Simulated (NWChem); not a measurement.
System: C2H4F2Si; SMILES C(=C/F)(/[SiH3])F

Question: Give the equilibrium geometry at PBE0/def2-SVP (NWChem) as an XYZ file, with the point group.

Answer: point group Cs; any orientation.
```
9

F      0.6272    -1.8772     0.6844
C     -0.4588    -1.3124     0.1725
C     -0.4825    -0.0222    -0.1729
F     -1.6361     0.4509    -0.6835
Si     0.9128     1.2381    -0.0345
H     -1.3137    -1.9871     0.0622
H      2.1181     0.5819     0.5409
H      0.4611     2.3599     0.8395
H      1.2099     1.7761    -1.3943
```
